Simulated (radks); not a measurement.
Mo3+, configuration [Kr] 4d3. Calculated with a radial shooting solver on a logarithmic mesh with Libxc functionals: Dirac Kohn-Sham, PBE, spin-unpolarised, spherical densities, finite nucleus; open shells are shared between the two j in proportion to 2j + 1; Fermi nuclear charge, rms radius 4.4091 fm.

Unscreened Slater integrals over Kohn-Sham orbitals (cm^-1). Large and small components are both included.

F0(4d5/2,4d5/2): 123010
F2(4d5/2,4d5/2): 62253
F4(4d5/2,4d5/2): 40832
F0(4d5/2,4d3/2): 123470
F2(4d5/2,4d3/2): 62475
G2(4d5/2,4d3/2): 62456
G4(4d5/2,4d3/2): 40965
F0(4d5/2,4p3/2): 138440
F2(4d5/2,4p3/2): 68204
G1(4d5/2,4p3/2): 84983
G3(4d5/2,4p3/2): 51962
F0(4d5/2,4p1/2): 139540
G3(4d5/2,4p1/2): 51382
F0(4d3/2,4d3/2): 123940
F2(4d3/2,4d3/2): 62706
F0(4d3/2,4p3/2): 139110
F2(4d3/2,4p3/2): 68723
G1(4d3/2,4p3/2): 85837
G3(4d3/2,4p3/2): 52493
F0(4d3/2,4p1/2): 140240
G1(4d3/2,4p1/2): 85035
F0(4p3/2,4p3/2): 161820
F2(4p3/2,4p3/2): 85298
F0(4p3/2,4p1/2): 163660
G2(4p3/2,4p1/2): 86104
F0(4p1/2,4p1/2): 165590
